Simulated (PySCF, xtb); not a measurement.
C5H8O, SMILES OC1CC=CC1. One conformer was computed; it need not be the lowest.

Harmonic wavenumbers (cm⁻¹) from GFN2-xTB in xtb 6.7.1 at its own minimum, in rising order: 88, 341, 392, 394, 431, 708, 723, 751, 874, 876, 909, 955, 982, 1032, 1071, 1077, 1109, 1115, 1145, 1207, 1236, 1263, 1283, 1311, 1357, 1462, 1463, 1697, 2957, 2958, 2976, 2984, 2986, 3110, 3126, 3538.

**Question.** What does PySCF 2.14.0 with PBE-D3(BJ)/def2-SVP give at its own minimum? (The exact figures need the calculation; the answer reports its results.)

**Answer.** 140, 345, 376, 411, 448, 664, 745, 763, 829, 846, 910, 922, 933, 963, 998, 1042, 1074, 1105, 1134, 1202, 1239, 1258, 1268, 1329, 1374, 1382, 1396, 1629, 2950, 2951, 3020, 3020, 3028, 3118, 3141, 3661. Paired by order, the mean absolute difference is 32 cm⁻¹ and the zero-point energies are 74.2 and 73.8 kcal/mol.
